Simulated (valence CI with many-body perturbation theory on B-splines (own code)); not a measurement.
Re²⁴⁺: M1 decay

Method: valence CI with perturbative core correlation (CI+MBPT): five valence electrons over a frozen Dirac-Fock core [Kr] 4d10, radial functions for each j: 7 s, 7 p, 7 d, 7 f, 4 g, 2 h, with the one-electron correlation potential Σ1 (screened to all orders), the two-electron term Σ2, the three-electron term Σ3, Breit, model QED; selected single and double excitations, second order for the rest, scaled by the run's own slope (own B-spline code, finite nucleus).

No measured spectrum was set against this ion. As an estimate, terms of the open shell hold to a few per cent of their energy, and close levels can change places. Among the levels kept, up to 1000 cm⁻¹ of a level comes from second order outside the variational space, and about a tenth of that is noise between levels of different J, which matters for small intervals. Only levels of the ground parity were solved; by the run's estimate the other parity begins above the list, which can be wrong where configurations are misplaced.

Lines 1 to 50 of 120 in falling wavelength, among levels below 37.558 eV, chosen from the decays that carry over 1 % of a level's rate. Wavelengths and rates use the calculated energies, so an error of 2000 cm⁻¹ moves a line at 17450 Å by 35 % and its rate by three times that or more. Weak lines are less certain than strong ones. Lines between different terms over intervals too small for the method are left out, as are lines whose strength nearly cancels. Where a level lies close to another of its J and parity, the split of strength between their lines is uncertain. Intervals below about 2000 cm⁻¹, as at the head of this list, are uncertain by tens of per cent.

Names give the largest LS component (configuration and term), which can be under half, so a name can repeat, a term be missing and a line seem to break the LS rules; names also repeat where a configuration has a term twice. Letters in brackets count levels of one name in rising energy.

```csv
λ vac (Å),Upper,Lower,Type,A (s⁻¹),Branch %
91730,4f⁵ ⁶F°_1/2,4f⁵ ⁶F°_3/2,M1,1.70e-01,94.8
24130,4f⁵ ⁶H°_15/2,4f⁵ ⁶H°_13/2,M1,2.26e+00,100.0
20400,4f⁵ ⁴M°_21/2,4f⁵ ⁴M°_19/2,M1,2.35e+00,100.0
17450,4f⁵ ⁴H°_11/2 [a],4f⁵ ⁴G°_9/2 [a],M1,4.23e+00,2.3
14350,4f⁵ ⁶H°_13/2,4f⁵ ⁶H°_11/2,M1,2.26e+01,100.0
14020,4f⁵ ⁴L°_13/2,4f⁵ ⁴M°_15/2,M1,3.11e+00,1.1
13550,4f⁵ ⁴F°_3/2 [a],4f⁵ ⁶F°_5/2 [b],M1,9.38e+00,1.3
11820,4f⁵ ⁶H°_11/2,4f⁵ ⁶H°_9/2,M1,5.36e+01,100.0
11290,4f⁵ ⁶F°_11/2,4f⁵ ⁶F°_9/2,M1,2.08e+01,80.9
10470,4f⁵ ⁶F°_9/2,4f⁵ ⁶F°_7/2,M1,4.48e+01,82.8
10230,4f⁵ ⁴M°_19/2,4f⁵ ⁴M°_17/2,M1,3.02e+01,100.0
10140,4f⁵ ⁶F°_7/2,4f⁵ ⁶F°_5/2 [a],M1,5.72e+01,58.7
10130,4f⁵ ⁴L°_17/2,4f⁵ ⁴L°_15/2,M1,1.71e+01,50.4
9945,4f⁵ ⁶H°_9/2,4f⁵ ⁶H°_7/2,M1,9.45e+01,100.0
9795,4f⁵ ⁶P°_3/2,4f⁵ ⁴P°_5/2 [a],M1,2.63e+01,13.0
8798,4f⁵ ⁶H°_7/2,4f⁵ ⁶H°_5/2,M1,1.05e+02,100.0
8581,4f⁵ ⁴G°_9/2 [a],4f⁵ ⁴G°_7/2 [a],M1,4.86e+01,14.8
7672,4f⁵ ⁴M°_15/2,4f⁵ ⁶H°_15/2,M1,7.92e+01,71.5
7524,4f⁵ ⁶F°_7/2,4f⁵ ⁶H°_9/2,M1,4.65e+00,4.8
7417,4f⁵ ⁶F°_5/2 [a],4f⁵ ⁶H°_7/2,M1,5.67e+00,4.0
7326,4f⁵ ²K°_15/2 [a],4f⁵ ⁴M°_17/2,M1,2.32e+01,3.5
6953,4f⁵ ⁶F°_9/2,4f⁵ ⁶H°_11/2,M1,2.53e+00,4.7
6940,4f⁵ ⁴F°_5/2 [a],4f⁵ ⁴P°_5/2 [a],M1,1.78e+01,1.8
6928,4f⁵ ⁴M°_17/2,4f⁵ ⁴M°_15/2,M1,7.80e+01,45.3
6609,4f⁵ ⁶F°_5/2 [b],4f⁵ ⁶F°_7/2,M1,3.49e+01,3.2
6576,4f⁵ ⁴P°_5/2 [a],4f⁵ ⁶F°_5/2 [b],M1,4.97e+01,7.7
6548,4f⁵ ⁴G°_7/2 [a],4f⁵ ⁶F°_5/2 [b],M1,1.27e+02,15.0
6504,4f⁵ ²P°_1/2 [a],4f⁵ ⁴F°_3/2 [a],M1,8.39e+00,1.2
6483,4f⁵ ⁴L°_15/2,4f⁵ ⁴L°_13/2,M1,1.10e+02,34.5
6357,4f⁵ ⁴G°_9/2 [a],4f⁵ ⁴I°_9/2 [a],M1,1.05e+01,3.2
6145,4f⁵ ⁶F°_11/2,4f⁵ ⁶H°_13/2,M1,1.45e+00,5.6
5963,4f⁵ ⁴I°_9/2 [a],4f⁵ ⁶F°_9/2,M1,6.62e+00,1.1
5821,4f⁵ ⁴M°_15/2,4f⁵ ⁶H°_13/2,M1,3.16e+01,28.5
5732,4f⁵ ⁴H°_7/2 [a],4f⁵ ⁴G°_7/2 [a],M1,1.03e+01,1.6
5545,4f⁵ ⁶P°_3/2,4f⁵ ⁴F°_3/2 [a],M1,1.01e+01,5.0
5346,4f⁵ ²G°_9/2 [a],4f⁵ ⁴G°_7/2 [a],M1,8.19e+00,1.1
4959,4f⁵ ⁴L°_13/2,4f⁵ ⁶H°_15/2,M1,4.34e+00,1.5
4872,4f⁵ ⁴K°_13/2,4f⁵ ⁴K°_11/2,M1,2.01e+02,44.8
4833,4f⁵ ⁴H°_11/2 [a],4f⁵ ⁴K°_11/2,M1,2.96e+01,16.3
4797,4f⁵ ⁴G°_7/2 [a],4f⁵ ⁶F°_9/2,M1,3.74e+01,4.4
4724,4f⁵ ⁴K°_13/2,4f⁵ ⁴L°_13/2,M1,1.32e+02,29.4
4687,4f⁵ ⁴H°_11/2 [a],4f⁵ ⁴L°_13/2,M1,7.08e+00,3.9
4543,4f⁵ ²G°_9/2 [a],4f⁵ ⁴K°_11/2,M1,1.32e+01,1.8
4498,4f⁵ ⁴F°_5/2 [a],4f⁵ ⁴F°_3/2 [a],M1,3.24e+02,33.3
4433,4f⁵ ⁴L°_15/2,4f⁵ ⁴M°_15/2,M1,1.85e+02,58.0
4390,4f⁵ ²G°_9/2 [a],4f⁵ ⁴I°_9/2 [a],M1,7.41e+01,10.1
4377,4f⁵ ⁶F°_9/2,4f⁵ ⁶H°_9/2,M1,6.70e+00,12.4
4283,4f⁵ ⁶F°_7/2,4f⁵ ⁶H°_7/2,M1,3.48e+01,35.7
4230,4f⁵ ⁴G°_9/2 [a],4f⁵ ⁶F°_11/2,M1,2.31e+01,7.0
4113,4f⁵ ⁴L°_13/2,4f⁵ ⁶H°_13/2,M1,1.54e+02,53.5
```
